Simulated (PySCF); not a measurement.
# SMILES C1=CC(=C2C=C2)C=C1, C8H6

Molfile (atoms numbered from 1):
```
C8H6
     RDKit          3D

 14 15  0  0  0  0  0  0  0  0999 V2000
   -2.0572   -0.4916    1.0598 C   0  0  0  0  0  0  0  0  0  0  0  0
   -0.8105   -0.9991    0.9513 C   0  0  0  0  0  0  0  0  0  0  0  0
    0.0194   -0.0018    0.2998 C   0  0  0  0  0  0  0  0  0  0  0  0
    1.3148   -0.1081    0.0046 C   0  0  0  0  0  0  0  0  0  0  0  0
    2.5666   -0.8213   -0.0159 C   0  0  0  0  0  0  0  0  0  0  0  0
    2.5481    0.4001   -0.5405 C   0  0  0  0  0  0  0  0  0  0  0  0
   -0.8434    1.1350    0.0336 C   0  0  0  0  0  0  0  0  0  0  0  0
   -2.0776    0.8324    0.4905 C   0  0  0  0  0  0  0  0  0  0  0  0
   -2.9131   -0.9763    1.4951 H   0  0  0  0  0  0  0  0  0  0  0  0
   -0.4578   -1.9605    1.2759 H   0  0  0  0  0  0  0  0  0  0  0  0
    3.1124   -1.7020    0.2220 H   0  0  0  0  0  0  0  0  0  0  0  0
    3.0677    1.1931   -1.0217 H   0  0  0  0  0  0  0  0  0  0  0  0
   -0.5194    2.0404   -0.4451 H   0  0  0  0  0  0  0  0  0  0  0  0
   -2.9507    1.4592    0.4486 H   0  0  0  0  0  0  0  0  0  0  0  0
  1  2  2  0
  2  3  1  0
  3  4  2  3
  4  5  1  0
  5  6  2  0
  3  7  1  0
  7  8  2  0
  8  1  1  0
  6  4  1  0
  1  9  1  0
  2 10  1  0
  5 11  1  0
  6 12  1  0
  7 13  1  0
  8 14  1  0
M  END
```

Level of theory: TDDFT wB97X-D/def2-SVPD excited states, vertical, gas phase (PySCF). Geometry: GFN2-xTB.

Q: Give the one- and two-photon strengths of the lowest singlets.

A: δ for parallel linear polarisation; σ at the peak of a Lorentzian of half width 0.1 eV, single beam; Ω is circular over linear.
| state | E (eV) | f | photon λ (nm) | δ (au) | σ (GM) | Ω | main |
| --- | --- | --- | --- | --- | --- | --- | --- |
| S1 | 4.14 | 0.024 | 599 | 3.76 | 0.02 | 1.50 | HOMO→LUMO+1 0.99 |
| S2 | 4.38 | 0.009 | 567 | 50.8 | 0.36 | 1.50 | HOMO−1→LUMO 0.98 |
| S3 | 4.74 | 0.030 | 523 | 37.5 | 0.31 | 0.15 | HOMO→LUMO 0.89, HOMO−1→LUMO+1 0.10 |
| S4 | 5.09 | 0.611 | 487 | 16.3 | 0.15 | 0.27 | HOMO−1→LUMO+1 0.85, HOMO→LUMO 0.10 |
| S5 | 6.26 | 0.000 | 396 | 70.8 | 1.01 | 1.50 | HOMO→LUMO+4 0.64, HOMO→LUMO+2 0.31 |

Among these, the strongest one-photon state is S4, the strongest two-photon state S5, with a dipole change of 1.1 D (relaxed, norm of the difference vector).
